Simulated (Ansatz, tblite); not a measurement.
Two members of one family (Same ligands, another metal), computed with Ansatz in the gas phase; def2 core potentials for Mo, Zr, no spin–orbit coupling. The two geometries come from different levels. HOMO and LUMO are taken over both spins. Binding counts from free atoms in the multiplicity of their measured ground term, without zero-point energy. Singlets are spin-restricted. The spins of the ions were chosen, not always searched. Names give formal oxidation states. A dash marks a value that wasn't run or was left out as unsound. The structures are stationary points that may keep the symmetry of their start. Remarks come from the PBE and PBE0 runs and from stability tests at other levels; not every state was tested. HOMO above LUMO (over both spins in singlets and doublets, within one spin in higher multiplets; at PBE or PBE0), or a gap under 0.15 eV within one spin, warns that the state may not be the lowest or that an electron is smeared out.

First: Mo(OH)4 (triplet, charge 0, r2SCAN-D4/def2-SVP geometry; oxidised ion doublet).

```xyz
9

Mo   -0.291   -0.164   -0.133
O    -0.057   -0.022   -2.005
H     0.838    0.257   -2.267
O    -0.634   -1.913    0.453
H    -0.016   -2.533    0.864
O     1.472    0.548    0.148
H     1.476    1.169    0.894
O    -0.920    1.232    1.015
H    -1.869    1.425    1.030
```

```json
{"level": "LDA (SPW92)/def2-TZVP", "HOMO (eV)": "-4.11", "LUMO (eV)": "-3.09", "gap (eV)": "1.01", "vertical IE (eV)": "–", "binding per atom (eV)": "4.68"}
{"level": "PBE-D4/def2-TZVP", "HOMO (eV)": "-4.09", "LUMO (eV)": "-2.65", "gap (eV)": "1.44", "vertical IE (eV)": "7.46", "binding per atom (eV)": "4.04"}
{"level": "r2SCAN-D4/def2-TZVP", "HOMO (eV)": "-4.55", "LUMO (eV)": "-2.24", "gap (eV)": "2.31", "vertical IE (eV)": "7.75", "binding per atom (eV)": "3.88"}
{"level": "PBE0-D4/def2-SVP", "HOMO (eV)": "-5.71", "LUMO (eV)": "-1.43", "gap (eV)": "4.28", "vertical IE (eV)": "–", "binding per atom (eV)": "3.81"}
{"level": "PBE0-D4/def2-TZVP", "HOMO (eV)": "-5.88", "LUMO (eV)": "-1.58", "gap (eV)": "4.30", "vertical IE (eV)": "8.06", "binding per atom (eV)": "3.79"}
```

Metal–donor distances: 4 × O 1.88 to 1.92 Å. The relaxed singlet lies at -0.01 eV (LDA (SPW92)/def2-TZVP) to 0.50 eV (r2SCAN-D4/def2-TZVP) from the triplet, so the order hangs on the level. Remarks: restricted singlet, untested (singlet).

Second: Zr(OH)4 (singlet, charge 0, PBE-D4/def2-SVP geometry).

```xyz
9

Zr    0.000    0.000    0.000
O    -1.856   -0.415    0.373
H    -2.781   -0.618    0.554
O     1.112   -1.509    0.493
H     1.664   -2.260    0.742
O     0.532    1.556    1.025
H     0.801    2.328    1.536
O     0.212    0.369   -1.891
H     0.316    0.549   -2.833
```

Q: Estimate the same table for the second.

A: 
```json
{"level": "LDA (SPW92)/def2-TZVP", "HOMO (eV)": "-6.98", "LUMO (eV)": "-0.73", "gap (eV)": "6.25", "vertical IE (eV)": "–", "binding per atom (eV)": "5.24"}
{"level": "PBE-D4/def2-TZVP", "HOMO (eV)": "-6.77", "LUMO (eV)": "-0.64", "gap (eV)": "6.13", "vertical IE (eV)": "9.70", "binding per atom (eV)": "–"}
{"level": "r2SCAN-D4/def2-TZVP", "HOMO (eV)": "-7.15", "LUMO (eV)": "0.00", "gap (eV)": "7.14", "vertical IE (eV)": "9.95", "binding per atom (eV)": "–"}
{"level": "PBE0-D4/def2-SVP", "HOMO (eV)": "-8.17", "LUMO (eV)": "0.26", "gap (eV)": "8.43", "vertical IE (eV)": "–", "binding per atom (eV)": "4.48"}
{"level": "PBE0-D4/def2-TZVP", "HOMO (eV)": "-8.44", "LUMO (eV)": "0.03", "gap (eV)": "8.47", "vertical IE (eV)": "10.41", "binding per atom (eV)": "4.43"}
```

Metal–donor distances: 4 × O 1.94 Å. Remarks: gap within one spin near zero at PBE or PBE0 (+1 doublet).
